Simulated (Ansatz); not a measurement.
Molecular dynamics of LiSO2F

input.yaml

```yaml
crystal:
  lattice:
    - [6.910423, 0.0, 0.0]
    - [0.0, 6.910423, 0.0]
    - [0.0, 0.0, 6.910423]
  atoms:
    - { symbol: S, position: [0.83628385, 0.18673962, 0.70717712] }
    - { symbol: O, position: [0.756118, 0.05199803, 0.559567] }
    - { symbol: O, position: [1.02271617, 0.18314337, 0.80333801] }
    - { symbol: S, position: [0.58578027, 0.70085268, -0.01902094] }
    - { symbol: O, position: [0.53898459, 0.50278588, -0.01900532] }
    - { symbol: O, position: [0.56973709, 0.77279921, 0.17889138] }
    - { symbol: S, position: [0.14874803, 0.3430874, 0.29576252] }
    - { symbol: O, position: [-0.04139193, 0.33087735, 0.37514501] }
    - { symbol: O, position: [0.26280781, 0.4871491, 0.42396559] }
    - { symbol: Li, position: [0.37887194, 0.73373399, 0.4589076] }
    - { symbol: F, position: [0.3404454, 0.76713999, 0.72639795] }
    - { symbol: Li, position: [0.17899589, 0.56966534, 0.80415086] }
    - { symbol: F, position: [0.13071055, 0.4694099, 1.07423311] }
    - { symbol: Li, position: [1.13823634, 0.88884841, 0.81642398] }
    - { symbol: F, position: [0.95807666, 0.66766839, 0.82545626] }
basis:
  ecutwfc: 420.0
kpoints:
  mp_grid: { grid: [1, 1, 1] }
hamiltonian:
  xc: pbe
scf:
  occupations: { method: fermi_dirac, width: 0.05 }
  lower_state_search: "off"
md:
  timestep: 1
  n_steps: 400
  ensemble: nve
  temperature: 1500.0
  initial_velocities: maxwell_boltzmann
  seed: 916749
```

Command:

```bash
$ ansatz run input.yaml --threads 1 --pin off --max-ram 3072MiB --backend cpu --events-out ev --progress --plain --runs-dir out
```

It goes on from the last frame of an earlier run, with new velocities.

Output, in part (step lines):

```
md step     0: t =     0.00 fs  T =  1500.0 K  F+E_penalty+E_count = -9150.31619196 eV  E_kin = 2.714460 eV  conserved = -9147.60173198 eV  (10 SCF iters)
md step     1: t =     1.00 fs  T =  1562.3 K  F+E_penalty+E_count = -9150.42979910 eV  E_kin = 2.827166 eV  conserved = -9147.60263312 eV  (10 SCF iters)
md step     2: t =     2.00 fs  T =  1623.9 K  F+E_penalty+E_count = -9150.54213617 eV  E_kin = 2.938644 eV  conserved = -9147.60349262 eV  (10 SCF iters)
md step     3: t =     3.00 fs  T =  1677.3 K  F+E_penalty+E_count = -9150.63939876 eV  E_kin = 3.035273 eV  conserved = -9147.60412561 eV  (10 SCF iters)
md step     4: t =     4.00 fs  T =  1716.8 K  F+E_penalty+E_count = -9150.71118608 eV  E_kin = 3.106752 eV  conserved = -9147.60443370 eV  (10 SCF iters)
md step     5: t =     5.00 fs  T =  1739.4 K  F+E_penalty+E_count = -9150.75210090 eV  E_kin = 3.147688 eV  conserved = -9147.60441335 eV  (6 SCF iters)
md step     6: t =     6.00 fs  T =  1745.0 K  F+E_penalty+E_count = -9150.76191250 eV  E_kin = 3.157780 eV  conserved = -9147.60413263 eV  (4 SCF iters)
md step     7: t =     7.00 fs  T =  1735.6 K  F+E_penalty+E_count = -9150.74459432 eV  E_kin = 3.140898 eV  conserved = -9147.60369638 eV  (4 SCF iters)
[... lines left out ...]
md step   399: t =   399.00 fs  T =  1105.9 K  F+E_penalty+E_count = -9149.60302010 eV  E_kin = 2.001352 eV  conserved = -9147.60166831 eV  (4 SCF iters)
md step   400: t =   400.00 fs  T =  1109.3 K  F+E_penalty+E_count = -9149.60910254 eV  E_kin = 2.007519 eV  conserved = -9147.60158337 eV  (10 SCF iters)
```

The steps, from the saved trajectory:

```
time (fs)  T (K)  potential energy less start (eV)  conserved less start (meV/atom)
      0.0   1500                             0.000                             0.00
     13.0   1566                            -0.120                            -0.04
     26.0    916                             1.057                             0.00
     39.0   1305                             0.351                            -0.16
     52.0   1211                             0.521                            -0.08
     65.0    982                             0.937                            -0.05
     78.0   1210                             0.524                            -0.06
     91.0   1363                             0.245                            -0.16
    104.0   1241                             0.467                            -0.13
    117.0   1164                             0.607                            -0.05
    130.0   1246                             0.459                            -0.05
    143.0   1303                             0.356                            -0.02
    156.0   1238                             0.473                            -0.11
    169.0   1207                             0.529                            -0.10
    182.0   1508                            -0.015                            -0.08
    195.0   1222                             0.502                            -0.03
    208.0   1275                             0.407                            -0.01
    221.0   1295                             0.372                             0.08
    234.0   1399                             0.183                            -0.02
    247.0    992                             0.919                             0.03
    260.0    783                             1.299                             0.13
    273.0   1216                             0.513                            -0.03
    286.0   1217                             0.511                            -0.10
    299.0   1107                             0.712                             0.03
    312.0   1698                            -0.362                            -0.19
    325.0   1266                             0.423                            -0.06
    338.0   1410                             0.162                            -0.09
    351.0   1453                             0.083                            -0.19
    364.0   1137                             0.655                            -0.06
    377.0   1243                             0.464                            -0.07
    390.0   1086                             0.748                            -0.05
```

The run went to its last step. The conserved energy stayed within 0.19 meV per atom of its start (net change 0.0099 meV per atom), so the integration is sound. A run of 0.4 ps of so small a system gives no equilibrium averages. Limits of this set-up: coarse k mesh.

Mean squared displacements from the first frame to the last, about the centre of mass: S 1.15 Å², O 4.38 Å², Li 4.72 Å², F 1.83 Å².

Last frame:

```xyz
15
Lattice="6.9104 0.0000 0.0000 0.0000 6.9104 0.0000 0.0000 0.0000 6.9104" Properties=species:S:1:pos:R:3
S 4.679 0.856 4.881
O 3.663 1.031 5.888
O 4.391 1.026 3.338
S 4.552 4.771 0.591
O 4.640 3.563 -0.248
O 5.665 4.982 1.498
S 2.080 2.626 1.754
O 1.002 2.239 2.658
O 2.639 3.974 2.275
Li 3.031 3.992 4.354
F 1.146 4.058 4.822
Li 0.602 4.936 6.504
F 1.208 3.450 7.352
Li 7.840 4.487 3.113
F 6.411 6.099 5.935
```

Time of the run: 6.1 min on 1 thread of Intel(R) Xeon(R) Platinum 8488C (Sapphire Rapids), with other jobs on the host, peak memory 0.47 GiB.
